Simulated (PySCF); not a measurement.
SnCl₃, SMILES [Sn]([Cl])([Cl])[Cl], multiplicity 2.

The structure is a stationary point at PBE0-D3(BJ)/def2-SVP. The spin state was assumed, not searched. The isomer is the one that the SMILES or the coordinates give; other isomers of the formula were not compared. The def2 effective core potentials stand for the cores of Sn; spin–orbit coupling is left out.

Two levels are set side by side: PBE/def2-TZVPD (PySCF) and M06-2X/def2-TZVPD (PySCF). Same geometry, gas phase. Differences are taken from unrounded values.

```json
[
 {"quantity": "α-spin orbital gap (eV)", "M06-2X": "8.33"},
 {"quantity": "β-spin orbital gap (eV)", "M06-2X": "6.17"},
 {"quantity": "dipole moment (D)", "M06-2X": "2.29"},
 {"quantity": "mean polarisability (bohr³)", "M06-2X": "85.9"}
]
```

What does PBE give, and how far is it from M06-2X? (Estimate from the structure and the level; the computed values follow.)


```
quantity                      PBE  PBE minus M06-2X
---------------------------  ----  ----------------
α-spin orbital gap (eV)      4.31             -4.03
β-spin orbital gap (eV)      1.95             -4.22
dipole moment (D)            1.94             -0.35
mean polarisability (bohr³)  92.0               6.1
```

Loosely held outer electrons make PBE densities more polarisable. Differences between two approximate levels are no errors against the true value.

Rough cost on one machine, each run with all the roots and properties that it gave: M06-2X against PBE within a factor of 2.
